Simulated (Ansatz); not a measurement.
This geometry of BFH3N + BrH (8 atoms, charge 0, multiplicity 1) is a first-order saddle point.

All numbers below come from RKS PBE0-D4/def2-SVP in Ansatz 0.2.0.

```xyz
8
Properties=species:S:1:pos:R:3
B -0.006 -0.042 0.266
N -0.011 0.107 1.757
H -0.797 -0.302 2.257
H 0.877 -0.071 2.226
F 1.180 -0.150 -0.294
H -1.022 -0.280 -0.323
Br -0.369 2.712 0.562
H -0.182 1.360 1.601
```

Q: Which two structures does it join? (They come from a converged band through this point; their orientation in space is the band's.)

A: Bonds broken: Br7–H8. Bonds formed: B1–Br7, N2–H8. BFH3N + BrH becomes BBrFH4N.

Image 0:

```xyz
8
Properties=species:S:1:pos:R:3
B 0.057 -0.420 0.198
N 0.033 -0.125 1.572
H -0.812 -0.216 2.120
H 0.883 -0.072 2.124
F 1.229 -0.465 -0.429
H -0.961 -0.615 -0.419
Br -0.506 3.333 1.453
H -0.254 1.914 1.432
```

Image 8:

```xyz
8
Properties=species:S:1:pos:R:3
B -0.075 0.451 0.192
N -0.035 0.174 1.820
H -0.749 -0.493 2.116
H 0.886 -0.205 2.053
F 1.150 0.026 -0.252
H -1.037 -0.137 -0.261
Br -0.305 2.463 0.061
H -0.166 1.053 2.325
```

Q: How far does it lie above each of them?

A: 0.51 eV above the first and 1.01 eV above the second. This is the barrier of this one path; another mechanism may lie lower. The orbitals stay closed-shell, which can raise the energy where a bond breaks towards radicals; this wasn't checked here.

Time of the run: 3.5 min on 2 threads of Arm Neoverse V1, with other jobs on the host, peak memory 0.22 GiB.
